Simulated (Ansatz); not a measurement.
Conformers of H₉NO₂Si₃ (`N[Si](O)([SiH3])O[SiH3]`), each relaxed with PBE0-D4/def2-TZVP in Ansatz. CBS adds the triple-zeta coupled-cluster correction to the MP2 limit.

Not all of them had a frequency check.

Conformer A:

Z-matrix (Å, degrees):
```
Si
O 1 1.641
Si 1 2.342 2 104.1
N 1 1.709 2 109.4 3 -125.6
O 1 1.636 2 113.2 3 119.4
H 2 0.961 1 116.2 3 168.7
H 3 1.490 1 109.7 2 174.8
H 3 1.488 1 112.5 2 54.4
H 3 1.489 1 110.1 2 -66.7
H 4 1.007 1 121.0 2 60.6
H 4 1.007 1 119.7 2 -152.1
Si 5 1.636 1 144.0 2 -72.1
H 12 1.485 5 110.2 1 87.0
H 12 1.488 5 110.4 1 -33.6
H 12 1.484 5 108.3 1 -153.3
```

Conformer B:

Cartesian coordinates in Å:
```
N 0.891 0.897 1.301
Si 0.416 -0.346 0.218
O 1.777 -0.974 -0.448
Si -0.742 -2.172 1.099
O -0.574 0.372 -0.869
Si -0.708 1.700 -1.817
H 1.575 0.706 2.017
H 0.210 1.565 1.627
H 2.447 -0.350 -0.736
H -2.016 -1.701 1.709
H 0.062 -2.828 2.167
H -1.066 -3.187 0.059
H -1.772 1.453 -2.820
H -1.074 2.883 -0.994
H 0.575 1.981 -2.514
```

(1) Which is lowest in electronic energy at CCSD(T)/CBS (frozen core, def2 sets), and by how much? (Estimate.)

(2) Give the energies relative to A (kJ/mol) with B2PLYP/def2-TZVPP, PBE/def2-TZVPP, r2SCAN/def2-TZVPP, PBE0/def2-TZVPP, SCS-MP2/def2-TZVPP, CCSD(T)/def2-TZVPP, MP2/def2-QZVPP. (Best estimate.)

Answers

(1) The calculation gave: A; B lies 0.9 kJ/mol higher. Gaps under about 2 kJ/mol don't settle the order.

(2) Computed: 
```tsv
level	B
B2PLYP/def2-TZVPP	0.4
PBE/def2-TZVPP	1.0
r2SCAN/def2-TZVPP	1.0
PBE0/def2-TZVPP	0.9
SCS-MP2/def2-TZVPP	0.2
CCSD(T)/def2-TZVPP	0.4
MP2/def2-QZVPP	0.8
```
